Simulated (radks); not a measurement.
The numbers below are computed, except where a source is named.
Cd2+, 46 electrons, occupied as [Kr] 4d10.

Code: a radial shooting solver on a logarithmic mesh with Libxc functionals. Model: Dirac Kohn-Sham, PBE, spin-unpolarised, spherical densities, finite nucleus; Fermi nuclear charge, rms radius 4.6087 fm.

Energy parts (hartree):
part                        energy
total                  -5594.93839
kinetic                 5866.66724
electron-nucleus      -13542.75317
Hartree                 2235.39665
exchange-correlation    -154.24911

Orbitals (lengths in bohr, moments of r in powers of bohr; r(max) is where P^2 peaks):
1s1/2: occ. 2; eigenvalue (hartree) -974.8536; r(max) 0.01968; <r^4> 4.065e-06
2s1/2: occ. 2; eigenvalue (hartree) -145.2757; r(max) 0.1113; <r^4> 0.0007161
2p1/2: occ. 2; eigenvalue (hartree) -135.2935; r(max) 0.08597; <r^4> 0.0004648
2p3/2: occ. 4; eigenvalue (hartree) -128.2205; r(max) 0.09031; <r^4> 0.0005392
3s1/2: occ. 2; eigenvalue (hartree) -27.64017; r(max) 0.3240; <r^4> 0.03301
3p1/2: occ. 2; eigenvalue (hartree) -23.63920; r(max) 0.3105; <r^4> 0.03246
3p3/2: occ. 4; eigenvalue (hartree) -22.37610; r(max) 0.3205; <r^4> 0.03652
3d3/2: occ. 4; eigenvalue (hartree) -15.29569; r(max) 0.2642; <r^4> 0.03243
3d5/2: occ. 6; eigenvalue (hartree) -15.03905; r(max) 0.2670; <r^4> 0.03367
4s1/2: occ. 2; eigenvalue (hartree) -4.58437; r(max) 0.7960; <r^4> 1.155
4p1/2: occ. 2; eigenvalue (hartree) -3.30280; r(max) 0.8293; <r^4> 1.604
4p3/2: occ. 4; eigenvalue (hartree) -3.08913; r(max) 0.8542; <r^4> 1.831
4d3/2: occ. 4; eigenvalue (hartree) -1.13446; r(max) 0.9744; <r^4> 6.561
4d5/2: occ. 6; eigenvalue (hartree) -1.10811; r(max) 0.9850; <r^4> 6.946

The highest occupied level is 4d5/2 at -30.153 eV. The density falls to 0.001 e/bohr^3 at r = 3.24 bohr. For comparison, the ionisation energy in NIST's Atomic Spectra Database is 37.47 eV (measured). In exact Kohn-Sham theory the highest level is minus the ionisation energy, but local and semilocal functionals leave it too shallow, through self-interaction and a potential that decays too fast; potentials with the right tail come closer. Summed over all electrons, <r^2> = 29.55 bohr^2, which gives a Langevin (diamagnetic) susceptibility term of -23.4 x 10^-6 cm^3/mol. The electron density at the nucleus is 1.595e+05 e/bohr^3.
